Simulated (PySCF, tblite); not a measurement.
C6H7OPSi.
Cartesian coordinates in Å at the GFN2-xTB level; atoms count from 1:
```
atom  x, y, z in Å
O1    -2.5531   -2.0145   -0.7518
C2    -2.6252   -0.8905   -0.3267
C3    -1.4760   -0.0258   -0.0083
C4    -1.7135    1.2544    0.4740
P5    -0.4887    2.4014    0.8971
C6     0.9292    1.4639    0.5363
C7     0.9739    0.1674    0.0492
Si8    2.6376   -0.6905   -0.2602
C9    -0.1950   -0.5374   -0.2089
H10   -3.6082   -0.4121   -0.1383
H11   -2.7446    1.5658    0.5978
H12    1.8725    1.9662    0.7177
H13    2.6022   -1.2868   -1.5949
H14    3.6971    0.3149   -0.1685
H15    2.8153   -1.7202    0.7649
H16   -0.1311   -1.5472   -0.5907
```

Computed, not measured: PBE0/def2-SVPD in PySCF (dipole) on a GFN2-xTB geometry, gas phase.

Take the most abundant isotopes and a rigid rotor. The values belong to one conformer with, in the numbering `[O:1]=[CH:2][c:3]1[cH:4][p:5][cH:6][c:7]([SiH3:8])[cH:9]1`, O1–C2–C3–C4 180°.

Question: What are A, B and C (MHz)?

Answer: Ia = 363.40, Ib = 525.87, Ic = 883.41 u·Å²; 505379 MHz·u·Å²/I gives A = 1391, B = 961.0, C = 572.1 MHz.

Question: Classify the top.

Answer: An asymmetric top. Ray's parameter κ = (2B − A − C)/(A − C) = -0.050; −1 is the prolate and +1 the oblate limit.

Question: What does the inertial defect say?

Answer: Not planar: Δ = Ic − Ia − Ib = -5.85 u·Å². For a rigid frame Δ = −2 Σ m c², so Σ m c² = 2.93 u·Å² lies off the ab plane, practically all of it from hydrogen. The atom farthest from that plane is 1.33 Å away.

Question: List the rotational levels J(Ka,Kc) to J = 3 (K).

Answer: Above 0(0,0), as E/k:
J = 1: 1(0,1) 0.074, 1(1,1) 0.094, 1(1,0) 0.113
J = 2: 2(0,2) 0.213, 2(1,2) 0.223, 2(1,1) 0.279, 2(2,1) 0.341, 2(2,0) 0.349
J = 3: 3(0,3) 0.407, 3(1,3) 0.411, 3(1,2) 0.521, 3(2,2) 0.561, 3(2,1) 0.595, 3(3,1) 0.715, 3(3,0) 0.718
Those of J = 1 are B + C, A + C and A + B.

Question: Which lines would a microwave search look for?

Answer: The dipole components are |μa| = 1.21 D, |μb| = 1.44 D, |μc| = 0.00 D. Intensities carry the squares of the components, which stand as 0.71 : 1.00 : 0.00 (a : b : c). Some lines, for components of 0.1 D or more:

| type | branch | J(Ka,Kc) | MHz | lower level (cm⁻¹) |
| --- | --- | --- | --- | --- |
| a | Q | 3(2,1) ← 3(2,2) | 708 | 0.390 |
| a | Q | 2(1,1) ← 2(1,2) | 1167 | 0.155 |
| b | Q | 2(1,1) ← 2(0,2) | 1378 | 0.148 |
| b | Q | 2(2,0) ← 2(1,1) | 1459 | 0.194 |
| a | R | 1(0,1) ← 0(0,0) | 1533 | 0.000 |
| b | Q | 4(3,1) ← 4(2,2) | 2247 | 0.645 |
| b | Q | 2(2,1) ← 2(1,2) | 2456 | 0.155 |
| b | R | 2(1,2) ← 1(0,1) | 3107 | 0.051 |
| b | Q | 3(2,2) ← 3(1,3) | 3130 | 0.286 |
| a | R | 2(1,1) ← 1(1,0) | 3455 | 0.078 |
| b | Q | 4(3,2) ← 4(2,3) | 3587 | 0.590 |
| b | Q | 4(1,3) ← 4(0,4) | 3594 | 0.456 |
| b | R | 3(1,2) ← 2(2,1) | 3751 | 0.237 |
| b | Q | 4(4,0) ← 4(3,1) | 3876 | 0.720 |
| b | R | 3(1,3) ← 2(0,2) | 4136 | 0.148 |
| b | R | 2(2,1) ← 1(1,0) | 4744 | 0.078 |
| a | R | 3(1,2) ← 2(1,1) | 5040 | 0.194 |
| a | R | 4(0,4) ← 3(0,3) | 5170 | 0.283 |
| b | R | 2(2,0) ← 1(1,1) | 5303 | 0.065 |
| b | R | 4(1,3) ← 3(2,2) | 5560 | 0.390 |
| a | R | 4(3,1) ← 3(3,0) | 6635 | 0.499 |
| b | R | 4(2,3) ← 3(1,2) | 6842 | 0.362 |
| a | R | 4(2,2) ← 3(2,1) | 6943 | 0.414 |
| b | R | 3(3,0) ← 2(2,1) | 7863 | 0.237 |
| b | R | 4(3,2) ← 3(2,1) | 8873 | 0.414 |
| b | R | 4(3,1) ← 3(2,2) | 9898 | 0.390 |
| b | R | 4(4,1) ← 3(3,0) | 10497 | 0.499 |
| b | R | 4(4,0) ← 3(3,1) | 10563 | 0.497 |

Its lowest GFN2-xTB frequency is 17i cm⁻¹, too small to tell a flat minimum from a shallow saddle. These are rigid-rotor constants of the computed structure; measured ground-state constants (B0) also hold zero-point vibration. A rigid rotor knows nothing of internal rotation, which can split or shift real lines.
